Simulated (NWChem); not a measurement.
BeCl2; SMILES [Cl][Be][Cl]

```xyz
3

Be     0.0000     0.0000     0.0000
Cl     0.0000     0.0000     1.8075
Cl     0.0000     0.0000    -1.8075
```
Atoms are numbered in this order, from 1.

Geometry: optimised at PBE0/def2-SVP.

Problem. List the 4 lowest vertical singlet excitations from B3LYP/def2-SVPD, TDA (NWChem).

Solution. 
```tsv
state	energy (eV)	oscillator strength	leading excitation (squared amplitude)
S1	7.48	0.000	HOMO → LUMO (0.99)
S2	7.48	0.000	HOMO−1 → LUMO (0.99)
S3	7.50	0.000	HOMO−1 → LUMO+2 (0.50)
S4	7.56	0.000	HOMO−1 → LUMO+2 (0.49)
```
